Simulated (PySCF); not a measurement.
Isomers C2H10BN:

A. `[BH3-][NH2+]CC`
B. SMILES C[BH2-][NH2+]C
C. `C[BH-](C)[NH3+]`

Spectrum 1. 13C{1H} NMR (computed): δ 33.8 (CH3), 3.8 (CH3).

Spectrum 2. 13C{1H} NMR (computed): δ 8.5 (CH3).

Spectrum 3. 13C{1H} NMR (computed): δ 45.7 (CH2), 17.4 (CH3).

PySCF calculation with spin–spin couplings from B3LYP/pcJ-1 (spin–dipole term left out of most H,H and C,H couplings), coordinates at the PBE0-D3(BJ)/def2-SVP level and shieldings: GIAO PBE0/pcSseg-1; one conformer, no solvent, equivalent nuclei averaged, no relativistic terms.

δ = σ(ref) − σ, references computed at the same level: TMS for 13C. Carbons bonded to boron are broad in practice. Shifts are as computed. Against solution values, carbons near 30 ppm lie about +2 ppm off and those near 130 ppm about +5 ppm. Of 1211 compounds with measured shifts, 218 miss one by over three times the rms of a fit or turn the order of signals round; such compounds aren't used in these exercises.

Which spectrum belongs to which compound?

Results:

1–B, 2–C, 3–A.

- Spectrum 1 (B): 2 13C signals; δC 33.8 is a methyl carbon bonded to N; δC 3.8 is a methyl carbon bonded to B.
- Spectrum 2 (C): a single 13C signal, at 8.5 ppm (methyl carbon bonded to B).
- Spectrum 3 (A): 2 13C signals; δC 45.7 is an sp3 CH2 bonded to N; δC 17.4 is a methyl carbon.
